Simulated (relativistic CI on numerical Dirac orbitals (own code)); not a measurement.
Zr2+: M2,3 absorption edge

Computed with this model: Dirac-Coulomb-Breit CI, orbitals from a KLI potential per configuration, model QED, valence Slater integrals scaled by 0.8, multiplet model of core-to-valence dipole absorption; configurations [Kr] 4d2 → [Ne] 3s2 3p5 3d10 4s2 4p6 4d3; 300 K; Lorentzian 2 eV and Gaussian 0.4 eV FWHM. Energies are those of the free ion, without screening or charge transfer. The branching ratio is the share of the lower-energy edge in the whole absorption, uncertain by about 0.02 where the edges overlap. S is read from ⟨S²⟩ = S(S + 1).

Field parameters in Wybourne normalisation: Oh B⁴₀ = 21Dq, B⁴₄ = √(5/14) B⁴₀. The field is a parameter set, without covalency.

Peaks in eV (height, largest 100): 334.5 (91), 336.2 (100), 349.5 (38).

(1) Which surroundings give this spectrum?
A. Oh, 10Dq = 34350 cm⁻¹
B. Oh, 10Dq = 16550 cm⁻¹
C. Oh, 10Dq = 22500 cm⁻¹
D. Oh, 10Dq = 10650 cm⁻¹

Results:

(1) C. Oh, 10Dq = 22500 cm⁻¹, where the ground state has S = 1.00.
